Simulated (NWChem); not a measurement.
bromine monochloride (BrCl); SMILES ClBr

```xyz
2

Cl     0.0000     0.0000     1.4518
Br     0.0000     0.0000    -0.7127
```
Atoms are numbered in this order, from 1.

Coordinates come from a PBE0/def2-SVP optimisation.

Q: List the 4 lowest vertical singlet excitations from PBE/aug-cc-pVDZ, TDA (NWChem).

A: 
| state | energy (eV) | oscillator strength | leading excitation (squared amplitude) |
|---|---|---|---|
| S1 | 2.88 | 0.001 | HOMO → LUMO (1.00) |
| S2 | 2.88 | 0.001 | HOMO−1 → LUMO (1.00) |
| S3 | 5.10 | 0.000 | HOMO−2 → LUMO (1.00) |
| S4 | 5.10 | 0.000 | HOMO−3 → LUMO (1.00) |
